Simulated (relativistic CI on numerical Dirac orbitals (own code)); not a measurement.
## Mn2+ in a cubic cluster: 3p photoemission with charge transfer

Computed with a charge-transfer multiplet model of a cubic metal-ligand cluster with up to one ligand hole, Slater and spin-orbit integrals from Dirac-Coulomb-Breit ions, Slater integrals scaled by 0.7. The ground state mixes d5 with configurations of k ligand holes L, whose averages lie at kΔ + k(k − 1)U_dd/2; a core hole lowers each added d electron by U_cd. 300 K, Lorentzian 0.9 eV and Gaussian 0.8 eV FWHM.

Atomic integrals in eV (Slater integrals scaled, ζ unscaled), ground: F2dd 7.178, F4dd 4.458, zeta_d 0.037; with the core hole: F2dd 8.000, F4dd 5.006, zeta_d 0.043, zeta_core 0.835, F2cd 8.644, G1cd 10.720, G3cd 6.527.

Cluster parameters (eV): U_dd = 5.9, U_cd = 7.5, 10Dq = 1.55, 10Dq(ligand) = 0.9, V(eg) = 2.75, V(t2g) = -1.23, final-state hopping factor = 0.9.

| Case | n_d | d5 | d6L | S |
| --- | --- | --- | --- | --- |
| Δ = 4.3 eV | 5.26 | 0.74 | 0.26 | 1.74 |
| Δ = 6.3 eV | 5.16 | 0.84 | 0.16 | 2.49 |
| Δ = 7.3 eV | 5.14 | 0.86 | 0.14 | 2.50 |

Weights, n_d and S are thermal averages at 300 K. Binding energies count from the first peak over 30 % of the highest in each spectrum, which can be another peak from case to case. The parameters are a model scan and need not match a compound or its usual spin state. Peaks in eV (height, largest 100):
- Δ = 4.3 eV: 0.0 (100), 5.4 (25), 8.0 (16), 9.3 (17), 10.8 (15), 15.4 (24), 23.4 (9)
- Δ = 6.3 eV: 0.0 (100), 6.7 (12), 10.0 (9), 16.0 (33), 23.7 (8)
- Δ = 7.3 eV: 0.0 (100), 7.2 (10), 10.3 (8), 16.2 (36), 23.9 (7)

Curve for Δ = 7.3 eV (points under 2 left out, the grid thinned):

E (eV), Intensity and a bar:
```
     -3.9        2.4 
     -3.3        3.4 
     -2.7        5.1 #
     -2.1        8.5 ##
     -1.5       17.8 #####
     -0.8       54.8 #################
     -0.2       96.4 ##############################
      0.4       88.7 ############################
      1.0       51.3 ################
      1.6       29.7 #########
      2.2       24.5 #######
      2.8       19.7 ######
      3.4       11.6 ###
      4.0        8.2 ##
      4.7        7.0 ##
      5.3        5.8 #
      5.9        5.5 #
      6.5        7.3 ##
      7.1       10.0 ###
      7.7        7.9 ##
      8.3        5.2 #
      8.9        4.7 #
      9.5        6.1 #
     10.2        8.1 ##
     10.8        6.7 #
     11.4        3.8 #
     12.0        2.6 
     12.6        2.4 
     13.2        2.8 
     13.8        3.8 #
     14.4        5.7 #
     15.1       13.4 ####
     15.7       28.8 #########
     16.3       35.0 ##########
     16.9       22.3 ######
     17.5       12.3 ###
     18.1        8.3 ##
     18.7        5.3 #
     19.3        3.2 
     19.9        2.3 
     20.6        2.0 
     23.2        4.1 #
     23.8        6.8 ##
     24.4        4.9 #
     25.0        2.0
```

For the case Δ = 7.3 eV, Δ = 7.3 eV is larger than U_dd = 5.9 eV, the Mott-Hubbard side of the Zaanen-Sawatzky-Allen scheme. With the core hole the configuration with one ligand hole lies at Δ − U_cd = -3.2, -1.2, -0.2 eV from the one without, in the order of the table; where this is negative the screened configuration lies lower, though the effective hopping of about 3.9 eV (from the holes of the mixed ground state) mixes the two strongly wherever it is as large as the gap. The thermal average of S changes within this range, from 1.7 to 2.5; a value between half-integers is an average over states of different spin.

With at most 1 ligand hole the space is cut while the next configuration still counts, so covalency is underestimated, and a final configuration with one more ligand hole, which can lie low, is missing from the spectra.
